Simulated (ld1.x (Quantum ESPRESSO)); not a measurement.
F, TM: configuration errors across variants

```
Element                 : fluorine (F)
Generator               : ld1.x (Quantum ESPRESSO) 7.5
Type                    : norm-conserving Troullier–Martins (Kleinman–Bylander form)
Functional              : LDA (PZ)
Relativity              : scalar-relativistic
Frozen core             : [He]
Valence charge          : 7
Reference configuration : 2s2 2p3 (charge +2)
Partial waves           : 2p (bound): rc 1.15 bohr; 3d channel at -0.2 Ry: rc 1.10 bohr; 2s (bound): rc 0.50 bohr
Local potential         : the s channel
Core correction         : Bessel-smoothed model core inside 0.25 bohr
```

All-electron excitation energies from the reference (eV): (1) 2s2 2p5 -58.067; (2) 2s2 2p4 -38.512; (3) 2s2 2p2 60.732; (4) 2s1 2p5 -19.857; (5) 2s1 2p6 -39.677; (6) 2s2 2p4.5 -50.437; (7) 2s2 2p1 146.599; (8) 2s2 2p3 spin -5.101; (9) 2s2 2p5 spin -58.447.

Spin tests fill each open shell by Hund’s rule, majority spin first.

Errors AE − PS in meV (a dash: test not solved or not reliable):

```tsv
change	(1)	(2)	(3)	(4)	(5)	(6)	(7)	(8)	(9)	bound ghosts
base	+62	+30	+79	+127	+171	+49	+494	+117	+70	none
all radii but the core radius scaled by about 0.82 (s 0.42, p 0.94, d 0.90 bohr)	+37	+18	+42	+70	+89	+29	+276	+108	+44	not determined
wave 3d channel at -0.2 Ry: rc 1.10 bohr becomes 3d channel at -0.2 Ry: rc 0.92 bohr	+62	+30	+79	+127	+171	+49	+494	+117	+70	none
type RRKJ	+83	+40	+105	+163	+225	+66	+640	+107	+92	none
wave 2p (bound): rc 1.15 bohr becomes 2p (bound): rc 1.26 bohr	+99	+48	+122	+187	+262	+78	+737	+106	+108	none
wave 3d channel at -0.2 Ry: rc 1.10 bohr becomes 3d channel at 1.7 Ry: rc 1.10 bohr	+62	+30	+79	+127	+171	+49	+494	+117	+70	none
```

(1) Give the same row for: local potential the d channel.

## Answers

(1) +70, +33, +83, +130, +180, +55, +510, +117, +78; bound ghosts: none.
